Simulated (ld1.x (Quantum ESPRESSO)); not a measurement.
B: ultrasoft pseudisation with PBE, scalar-relativistic reference atom.

- Element: boron
- Generator: ld1.x (Quantum ESPRESSO) 7.5
- Type: ultrasoft
- Functional: PBE
- Relativity: scalar-relativistic
- Frozen core: [He]
- Valence charge: 3
- Reference configuration: 2s2 2p1
- Partial waves: 2s (bound): rcut 1.30, rcutus 1.55 bohr; 2s channel at 0.35 Ry: rcut 1.30, rcutus 1.55 bohr; 2p (bound): rcut 2.40, rcutus 2.75 bohr; 2p channel at 1.1 Ry: rcut 2.40, rcutus 2.75 bohr
- Local potential: all-electron potential smoothed inside 1.75 bohr (lloc = -1)
- Core correction: none
- Augmentation charge: built from norm-conserving waves at rcut, not smoothed further

Problem. Does the generator finish with these settings?

Solution. Yes, a potential is produced and its reference levels are reproduced.

Problem. Is the overlap operator S = 1 + Σ q|β⟩⟨β| positive definite (Bessel basis up to 400 Ry)?

Solution. No: its lowest eigenvalue is -0.134, in the p channel, so the generalised eigenproblem breaks down once the basis is large enough.

Problem. Tests: 2s2 2p0; 2s1 2p0; 2s2 2p0.5; 2s1 2p2; 2s2 2p1.3; 2s0 2p3; 2s1 2p1. Which has the largest error in its energy relative to the reference configuration, and how large is it?

Solution. 2s1 2p0, with +148 meV (all-electron minus pseudo) on +33.64 eV.

The ghost test of this file was not conclusive. Its overlap operator is not positive definite in a basis up to 400 Ry (lowest eigenvalue p -0.13), so the file is unfit for use: the generalised eigenproblem breaks down once the basis is large enough, and its test numbers describe a broken file.
